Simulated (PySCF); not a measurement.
C2H6FMgN, SMILES C[N](C)[Mg][F].

Coordinates come from a B3LYP-D3(BJ)/def2-SVP optimisation. The values are those of a single conformer.

Method: IEF-PCM-PBE0/def2-SVP (PySCF).

The values are the electrostatic part of the solvation free energy, E(continuum) − E(gas) at the gas-phase geometry, in a cavity of scaled van der Waals radii (PySCF's table); cavitation and dispersion terms are not included. A continuum can't describe solvent molecules that bind to the metal. In vacuum the orbital gap is 4.42 eV. The dipole moment in vacuum is 1.79 D.

Question: Estimate the values in water (ε = 78.36), acetonitrile (ε = 35.69), N,N-dimethylformamide (ε = 37.22). (Estimate from the structure and the level; the computed values follow.)

Answer: 
| solvent | ε | ΔG(elec) (kcal/mol) | dipole (D) | gap (eV) |
|---|---|---|---|---|
| water | 78.36 | -14.3 | 1.40 | 4.80 |
| acetonitrile | 35.69 | -14.0 | 1.41 | 4.79 |
| N,N-dimethylformamide | 37.22 | -14.0 | 1.41 | 4.79 |
